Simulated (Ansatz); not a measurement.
Isomers of C2H6FGa, B3LYP-D3(BJ)/def2-TZVP minima from an xTB search, which can miss the lowest.
Isomer 1, SMILES [CH3][Ga]([CH3])[F] (charge 0, multiplicity 1):
```tsv
atom	x (Å)	y (Å)	z (Å)
C	1.8167	-0.2850	-0.0687
Ga	0.0091	0.4358	0.2105
C	-1.8263	-0.1698	-0.1490
F	0.0430	2.0462	0.9835
H	1.8020	-1.2675	-0.5387
H	2.3291	-0.3561	0.8922
H	2.3863	0.4027	-0.6959
H	-2.3149	0.5393	-0.8194
H	-1.8538	-1.1615	-0.5988
H	-2.3912	-0.1841	0.7844
```
Isomer 2, SMILES C[CH2][GaH][F] (charge 0, multiplicity 1):
```xyz
10

C     -1.194     0.532    -0.055
C     -0.246    -0.668    -0.125
Ga     1.659    -0.230     0.151
F      1.964     1.500     0.440
H     -1.142     1.029     0.914
H     -2.231     0.225    -0.216
H     -0.950     1.282    -0.809
H     -0.322    -1.174    -1.093
H     -0.513    -1.425     0.619
H      2.974    -1.072     0.174
```

Cores are frozen in the correlated methods. Filled d and f shells under p-block atoms count as core. MP2 and its Hartree–Fock in cc-pVQZ are density fitted.

Codes used: Ansatz (an electronic-structure program). 

The energy of isomer 2 above isomer 1 is E(isomer 2) − E(isomer 1). Total energies (hartree):

```
level                 isomer 2       isomer 1
---------------  -------------  -------------
HF/cc-pVTZ       -2102.0586360  -2102.0772131
MP2/cc-pVTZ      -2102.7495872  -2102.7705565
HF/cc-pVQZ       -2102.0768885  -2102.0953362
MP2/cc-pVQZ      -2102.8191424  -2102.8401946
CCSD(T)/cc-pVTZ  -2102.8062640  -2102.8264782
```

Task: Work out the energy of isomer 2 above isomer 1 at the basis-set limit: extrapolate the MP2 correlation part as X⁻³, take Hartree–Fock from the larger set, and add the CCSD(T) − MP2 difference of cc-pVTZ.

Result: 
1. Differences (1 hartree = 627.509 kcal/mol): HF/cc-pVTZ 11.657; MP2/cc-pVTZ 13.158; HF/cc-pVQZ 11.576; MP2/cc-pVQZ 13.210; CCSD(T)/cc-pVTZ 12.685.
2. Correlation parts, MP2 less HF: 1.501 in cc-pVTZ (X = 3), 1.634 in cc-pVQZ (X = 4).
3. Limit (4³·(1.634) − 3³·(1.501))/(4³ − 3³) = 1.731; with HF/cc-pVQZ it gives 13.308.
4. CCSD(T) less MP2 in cc-pVTZ: -0.474.
Result: 12.83 kcal/mol, against 13.16 at MP2/cc-pVTZ. It is an estimate of this method's limit, not of the exact value.
